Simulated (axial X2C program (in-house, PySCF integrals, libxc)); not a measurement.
# PdH⁺: cheaper levels and CCSD(T), two-component

All values were computed with an axial X2C code built on PySCF integrals. Two-component (2c) means X2C with spin–orbit coupling and atomic mean-field two-electron Coulomb and Gaunt terms. Basis: Pd dyall-cv3z [12s12p8d5f3g], H dyall-v3z [6s2p1d] (cores contracted in-house); Gaussian nuclei, density fitting, unrestricted open shells. Masses: Pd 105.903 u, H 1.008 u.

State: Ω = 0 (closed shell); fragments Pd+ + H.

| level | Re (Å) | ωe (cm⁻¹) |
| --- | --- | --- |
| PBE0 | 1.460 | 2351.2 |
| HF | 1.446 | 2461.5 |
| MP2 | 1.433 | 2485.3 |
| CCSD | 1.468 | 2256.5 |
| BLYP | 1.492 | 2194.9 |

Correlated methods: 10 electrons correlated (number of frozen shells: Pd 4 s, 3 p, 1 d; H none), 222 virtual spin orbitals or spinors in MP2, 90 natural virtuals in coupled cluster.

CCSD(T), same Hamiltonian and basis:

Re = 1.476 Å, ωe = 2190.9 cm⁻¹; T1 = 0.028 (Lee–Taylor normalisation).

Problem. Give the differences from CCSD(T) in the columns below.

Solution. 

| level | ΔRe (Å) | Δωe (cm⁻¹) |
| --- | --- | --- |
| PBE0 | -0.016 | 160 |
| HF | -0.030 | 271 |
| MP2 | -0.043 | 294 |
| CCSD | -0.008 | 66 |
| BLYP | 0.016 | 4 |

One determinant describes the state; a PBE0 search over occupations chose it and may have missed a lower one. The closed shell is kept restricted, so the energy runs too high when the bond is stretched far. De is not given where an atomic determinant may have missed its ground term or J level, or where the truncated virtual space spoils (T). CCSD and (T) use frozen natural virtuals with an MP2 correction for the truncation; (T) itself is uncorrected, so its De runs slightly low. The functionals have no current-density term, which raises determinants with orbital currents, atoms included. The T1 diagnostic is large, a sign of multireference character.
